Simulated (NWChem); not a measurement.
System: NbN2H5SO; SMILES [NH2][Nb]([NH2])([OH])=[S]

NWChem input:

```
start job
memory heap 200 mb stack 900 mb global 1100 mb
geometry units angstroms noautoz
  Nb    -0.083195    -0.064723     0.071509
  S      1.228200     1.119021    -1.190984
  O      0.781465    -1.014310     1.487904
  H      1.719049    -1.079217     1.740179
  N     -0.982259    -1.411477    -1.066904
  H     -0.929743    -1.476836    -2.088355
  H     -1.620881    -2.130087    -0.706166
  N     -1.403757     1.153873     0.902448
  H     -1.513270     2.154463     0.709639
  H     -2.131528     0.846671     1.558253
end
basis spherical
  * library def2-svp
end
ecp
  Nb library def2-ecp
end
dft
  xc becke88 lyp
  iterations 200
  cgmin
end
task dft gradient
```

Excerpt of the output:

```
             Northwest Computational Chemistry Package (NWChem) 7.3.0
             --------------------------------------------------------

 C1  symmetry detected

                             Geometry "geometry" -> ""
                             -------------------------

 Output coordinates in angstroms (scale by  1.889725989 to convert to a.u.)

  No.       Tag          Charge          X              Y              Z
 ---- ---------------- ---------- -------------- -------------- --------------
    1 Nb                  41.0000     0.00064912     0.18971142     0.01083818
    2 S                   16.0000    -0.00419738    -1.97933785     0.11132230
    3 O                    8.0000    -0.04398256     1.08784967     1.69810902
    4 H                    1.0000    -0.08673912     0.74549770     2.60799162
    5 N                    7.0000    -1.60496626     0.76263891    -0.99504448
    6 H                    1.0000    -2.26854875     0.15100248    -1.48079239
    7 H                    1.0000    -1.86547069     1.74454276    -1.14461907
    8 N                    7.0000     1.65547309     0.76017758    -0.91406496
    9 H                    1.0000     2.35081124     0.14634856    -1.35003234
   10 H                    1.0000     1.90880393     1.74133288    -1.07917601

 Effective nuclear repulsion energy (a.u.)     567.8647950435

                                 NWChem DFT Module
                                 -----------------

 Summary of "ao basis" -> "ao basis" (spherical)
 ------------------------------------------------------------------------------
       Tag                 Description            Shells   Functions and Types
 ---------------- ------------------------------  ------  ---------------------
 Nb                         def2-svp                11       31   5s3p2d1f
 S                          def2-svp                 8       18   4s3p1d
 O                          def2-svp                 6       14   3s2p1d
 H                          def2-svp                 3        5   2s1p
 N                          def2-svp                 6       14   3s2p1d

            General Information
            -------------------
          SCF calculation type: DFT
          Wavefunction type:  closed shell.
          No. of atoms     :    10
          No. of electrons :    56
           Alpha electrons :    28
            Beta electrons :    28
          Charge           :     0
          Spin multiplicity:     1
          Use of symmetry is: off; symmetry adaption is: off
          Maximum number of iterations: 200
          AO basis - number of functions:   116
                     number of shells:    52
          Convergence on energy requested:  1.00D-06
          Convergence on density requested:  1.00D-05
          Convergence on gradient requested:  5.00D-04

              XC Information
              --------------
                    Becke 1988 Exchange Functional  1.000
              Lee-Yang-Parr Correlation Functional  1.000

             Grid Information
             ----------------
          Grid used for XC integration:  medium
          Radial quadrature: Mura-Knowles
          Angular quadrature: Lebedev.
          Tag              B.-S. Rad. Rad. Pts. Rad. Cut. Ang. Pts.
          ---              ---------- --------- --------- ---------
          Nb                  1.45      123           9.0       590
          S                   1.00       88          11.0       590
          O                   0.60       49          11.0       434
          H                   0.35       45          12.0       434
          N                   0.65       49          11.0       434
          Grid pruning is: on
          Number of quadrature shells:   583
          Spatial weights used:  Erf1

      Superposition of Atomic Density Guess
      -------------------------------------

 Sum of atomic energies:        -647.77496751

      Non-variational initial energy
      ------------------------------

 Total energy =    -640.354987
 1-e energy   =   -1422.448701
 2-e energy   =     517.699107
 HOMO         =      -0.352167
 LUMO         =      -0.020050

 ----------------------------------------------
         Quadratically convergent ROKS

 Convergence threshold     :          5.000E-04
 Maximum no. of iterations :          200
 Final Fock-matrix accuracy:          1.000E-08
 ----------------------------------------------

              iter       energy          gnorm     gmax       time
             ----- ------------------- --------- --------- --------
                 1     -642.4037861938  2.15D+00  4.18D-01      2.2
  Setting level-shift to   2.58 to force positive preconditioner
                 2     -642.7153535626  6.01D-01  8.75D-02      5.3
                 3     -642.7531694466  5.64D-02  1.83D-02     11.9
                 4     -642.7534807638  1.83D-03  3.50D-04     20.3
                 5     -642.7534810719  2.16D-05  6.21D-06     30.0

[...]

                         DFT ENERGY GRADIENTS

    atom               coordinates                        gradient
                 x          y          z           x          y          z
   1 Nb      0.001227   0.358503   0.020481   -0.000004   0.000041  -0.000024
   2 S      -0.007932  -3.740406   0.210369   -0.000003   0.008448  -0.000580
   3 O      -0.083115   2.055738   3.208961    0.000130  -0.003561  -0.005179
   4 H      -0.163913   1.408786   4.928390    0.000040   0.000025  -0.002051
   5 N      -3.032946   1.441179  -1.880361    0.005045  -0.001537   0.003051
   6 H      -4.286936   0.285353  -2.798292    0.000897  -0.000062   0.000622
   7 H      -3.525228   3.296708  -2.163016    0.000667  -0.000881   0.000445
   8 N       3.128391   1.436527  -1.727332   -0.005139  -0.001482   0.002744
   9 H       4.442389   0.276559  -2.551191   -0.000909   0.000005   0.000581
  10 H       3.607116   3.290642  -2.039347   -0.000724  -0.000996   0.000391
```

Level: BLYP/def2-SVP with def2 effective core potentials on Nb. All runs use the structure optimised with PBE-D3(BJ)/def2-SVP. Not confirmed as a minimum by frequencies. def2 effective core potentials on Nb; no spin-orbit coupling.
